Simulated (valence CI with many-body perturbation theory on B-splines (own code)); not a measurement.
E1 transitions of Kr IV

Method: configuration interaction combined with many-body perturbation theory (CI+MBPT): five valence electrons over a frozen Dirac-Fock core [Ar] 3d10, radial functions for each j: 9 s, 9 p, 8 d, 6 f, 3 g, 1 h, with the one-electron correlation potential Σ1, the two-electron term Σ2, the three-electron term Σ3, Breit, model QED; selected CI, second order for the rest, scaled by the run's own slope (own B-spline code, finite nucleus).

Set against measurement, 41 paired levels are off by 172 cm⁻¹ on average, the worst by 331. These come from a selection out of Saloman, J. Phys. Chem. Ref. Data 36, 215 (2007). Levels without a partner in it may be off by more. Among the levels kept, up to 1300 cm⁻¹ of a level comes from second order outside the variational space, and about a tenth of that is noise between levels of different J, which matters for small intervals. 2 measured levels below the end of the list, from 202373 cm⁻¹ on, found no clear computed partner, and computed levels of the same name lie up to 1986 cm⁻¹ from them.

Lines 1 to 50 of 174 in falling wavelength, among levels below 236682 cm⁻¹, chosen from the strongest by gf and those to the six lowest levels. Wavelengths and rates use the calculated energies, so an error of 200 cm⁻¹ moves a line at 5891 Å by 1.2 % and its rate by three times that or more. Electric multipoles are in the length gauge, E1 and E2 with the static RPA response of the core. Weak lines are less certain than strong ones. Lines between different terms over intervals too small for the method are left out, as are lines whose strength nearly cancels. Where a level lies close to another of its J and parity, the split of strength between their lines is uncertain. The highest levels of a list are the least certain.

Names give the largest LS component (configuration and term), which can be under half, so a name can repeat, a term be missing and a line seem to break the LS rules; names also repeat where a configuration has a term twice. Letters in brackets count levels of one name in rising energy.

| λ vac (Å) | λ from measured levels | Upper | Lower | A (s⁻¹) | S (a.u.) with core polarisation | S without |
| --- | --- | --- | --- | --- | --- | --- |
| 5891 | 5791 | 4s2 4p2 5p 2S°_1/2 | 4s2 4p2 4d 2D_3/2 [b] | 5.43e+05 | 1.10e-01 | 1.09e-01 |
| 4355 | 4321 | 4s2 4p2 5p 2S°_1/2 | 4s2 4p2 5s 2P_3/2 | 1.50e+07 | 1.22e+00 | 1.22e+00 |
| 3673 |  | 4s2 4p2 5p 2S°_1/2 | 4s2 4p2 5s 2P_1/2 | 2.99e+07 | 1.46e+00 | 1.47e+00 |
| 3444 | 3398 | 4s2 4p2 5p 2S°_1/2 | 4s 4p4 2P_3/2 | 2.89e+07 | 1.16e+00 | 1.16e+00 |
| 3401 | 3377 | 4s2 4p2 5p 2S°_1/2 | 4s2 4p2 5s 4P_3/2 | 7.64e+06 | 2.96e-01 | 2.96e-01 |
| 3349 | 3323 | 4s2 4p2 5p 2S°_1/2 | 4s2 4p2 4d 4P_1/2 | 1.79e+07 | 6.66e-01 | 6.71e-01 |
| 2926 |  | 4s2 4p2 5p 2S°_1/2 | 4s2 4p2 5s 4P_1/2 | 1.12e+08 | 2.77e+00 | 2.79e+00 |
| 1856 | 1858 | 4s2 4p2 5p 2S°_1/2 | 4s2 4p2 4d 4D_3/2 | 2.24e+07 | 1.42e-01 | 1.41e-01 |
| 1647 | 1643 | 4s2 4p2 5p 2S°_1/2 | 4s 4p4 2S_1/2 | 5.68e+06 | 2.51e-02 | 2.48e-02 |
| 1609 | 1610 | 4s2 4p2 5p 2S°_1/2 | 4s2 4p2 4d 4F_3/2 | 1.96e+08 | 8.04e-01 | 7.96e-01 |
| 1458 | 1456 | 4s2 4p2 5p 2S°_1/2 | 4s2 4p2 4d 2P_1/2 [a] | 6.65e+07 | 2.03e-01 | 2.01e-01 |
| 1402 | 1401 | 4s2 4p2 5p 2S°_1/2 | 4s2 4p2 4d 2P_3/2 [a] | 3.55e+08 | 9.64e-01 | 9.52e-01 |
| 1177 | 1172 | 4s 4p4 4P_5/2 | 4s2 4p3 2P°_3/2 | 5.58e+05 | 2.69e-03 | 3.06e-03 |
| 1128 | 1123 | 4s 4p4 4P_3/2 | 4s2 4p3 2P°_3/2 | 1.78e+06 | 5.06e-03 | 5.87e-03 |
| 1124 | 1123 | 4s2 4p2 5p 2S°_1/2 | 4s 4p4 2D_3/2 | 4.53e+07 | 6.35e-02 | 6.25e-02 |
| 1107 | 1102 | 4s 4p4 4P_1/2 | 4s2 4p3 2P°_3/2 | 7.06e+05 | 9.45e-04 | 1.03e-03 |
| 1099 | 1094 | 4s 4p4 4P_3/2 | 4s2 4p3 2P°_1/2 | 5.69e+03 | 1.49e-05 | 2.00e-05 |
| 1079 | 1075 | 4s 4p4 4P_1/2 | 4s2 4p3 2P°_1/2 | 2.17e+06 | 2.70e-03 | 3.07e-03 |
| 1003 | 999.4 | 4s 4p4 4P_5/2 | 4s2 4p3 2D°_5/2 | 4.60e+06 | 1.37e-02 | 1.58e-02 |
| 986.4 | 983.1 | 4s 4p4 4P_5/2 | 4s2 4p3 2D°_3/2 | 2.43e+06 | 6.90e-03 | 7.93e-03 |
| 967.3 | 964.1 | 4s 4p4 4P_3/2 | 4s2 4p3 2D°_5/2 | 1.42e+06 | 2.53e-03 | 2.83e-03 |
| 952.1 | 948.9 | 4s 4p4 4P_3/2 | 4s2 4p3 2D°_3/2 | 3.67e+05 | 6.25e-04 | 6.93e-04 |
| 937.1 | 934.0 | 4s 4p4 4P_1/2 | 4s2 4p3 2D°_3/2 | 9.86e+05 | 8.01e-04 | 9.24e-04 |
| 892.4 | 889.9 | 4s 4p4 2D_3/2 | 4s2 4p3 2P°_3/2 | 3.10e+06 | 4.34e-03 | 4.78e-03 |
| 885.5 | 883.1 | 4s 4p4 2D_5/2 | 4s2 4p3 2P°_3/2 | 8.87e+07 | 1.82e-01 | 2.14e-01 |
| 874.3 | 871.7 | 4s 4p4 2D_3/2 | 4s2 4p3 2P°_1/2 | 4.38e+07 | 5.78e-02 | 6.79e-02 |
| 843.8 | 842.0 | 4s 4p4 4P_5/2 | 4s2 4p3 4S°_3/2 | 3.23e+08 | 5.74e-01 | 6.61e-01 |
| 818.6 | 816.8 | 4s 4p4 4P_3/2 | 4s2 4p3 4S°_3/2 | 3.48e+08 | 3.77e-01 | 4.33e-01 |
| 807.5 | 805.7 | 4s 4p4 4P_1/2 | 4s2 4p3 4S°_3/2 | 3.65e+08 | 1.90e-01 | 2.18e-01 |
| 788.7 | 787.0 | 4s 4p4 2D_3/2 | 4s2 4p3 2D°_5/2 | 5.61e+06 | 5.43e-03 | 6.37e-03 |
| 783.4 | 781.6 | 4s 4p4 2D_5/2 | 4s2 4p3 2D°_5/2 | 4.91e+08 | 6.98e-01 | 8.08e-01 |
| 778.6 | 776.8 | 4s 4p4 2D_3/2 | 4s2 4p3 2D°_3/2 | 6.21e+08 | 5.79e-01 | 6.67e-01 |
| 773.4 | 771.6 | 4s 4p4 2D_5/2 | 4s2 4p3 2D°_3/2 | 8.39e+06 | 1.15e-02 | 1.30e-02 |
| 771.0 | 769.0 | 4s2 4p2 4d 2P_3/2 [a] | 4s2 4p3 2P°_3/2 | 3.50e+07 | 3.17e-02 | 3.92e-02 |
| 757.4 | 755.4 | 4s2 4p2 4d 2P_3/2 [a] | 4s2 4p3 2P°_1/2 | 2.69e+07 | 2.31e-02 | 2.78e-02 |
| 755.1 | 753.3 | 4s2 4p2 4d 2P_1/2 [a] | 4s2 4p3 2P°_3/2 | 7.58e+06 | 3.22e-03 | 4.23e-03 |
| 742.0 | 740.2 | 4s2 4p2 4d 2P_1/2 [a] | 4s2 4p3 2P°_1/2 | 2.11e+08 | 8.49e-02 | 1.01e-01 |
| 720.0 | 717.8 | 4s2 4p2 4d 4F_3/2 | 4s2 4p3 2P°_3/2 | 3.10e+05 | 2.29e-04 | 2.55e-04 |
| 712.8 | 710.7 | 4s2 4p2 4d 4F_5/2 | 4s2 4p3 2P°_3/2 | 3.09e+06 | 3.31e-03 | 3.58e-03 |
| 712.6 | 711.5 | 4s 4p4 2S_1/2 | 4s2 4p3 2P°_3/2 | 9.12e+08 | 3.26e-01 | 3.77e-01 |
| 708.1 | 705.9 | 4s2 4p2 4d 4F_3/2 | 4s2 4p3 2P°_1/2 | 6.23e+06 | 4.37e-03 | 4.63e-03 |
| 700.9 | 699.8 | 4s 4p4 2S_1/2 | 4s2 4p3 2P°_1/2 | 4.28e+08 | 1.45e-01 | 1.64e-01 |
| 692.4 | 690.9 | 4s2 4p2 4d 2P_3/2 [a] | 4s2 4p3 2D°_5/2 | 9.72e+08 | 6.37e-01 | 7.35e-01 |
| 687.6 | 685.8 | 4s2 4p2 4d 2F_5/2 [a] | 4s2 4p3 2P°_3/2 | 1.33e+05 | 1.28e-04 | 1.45e-04 |
| 687.0 | 686.0 | 4s 4p4 2D_3/2 | 4s2 4p3 4S°_3/2 | 4.28e+05 | 2.74e-04 | 3.21e-04 |
| 684.6 | 683.0 | 4s2 4p2 4d 2P_3/2 [a] | 4s2 4p3 2D°_3/2 | 4.51e+07 | 2.86e-02 | 3.44e-02 |
| 682.9 | 681.9 | 4s 4p4 2D_5/2 | 4s2 4p3 4S°_3/2 | 2.68e+06 | 2.53e-03 | 2.80e-03 |
| 681.0 | 679.0 | 4s2 4p2 4d 4D_1/2 | 4s2 4p3 2P°_3/2 | 3.27e+07 | 1.02e-02 | 1.18e-02 |
| 679.5 | 677.5 | 4s2 4p2 4d 4D_3/2 | 4s2 4p3 2P°_3/2 | 3.67e+06 | 2.27e-03 | 2.56e-03 |
| 672.0 | 670.6 | 4s2 4p2 4d 2P_1/2 [a] | 4s2 4p3 2D°_3/2 | 1.14e+09 | 3.41e-01 | 3.90e-01 |
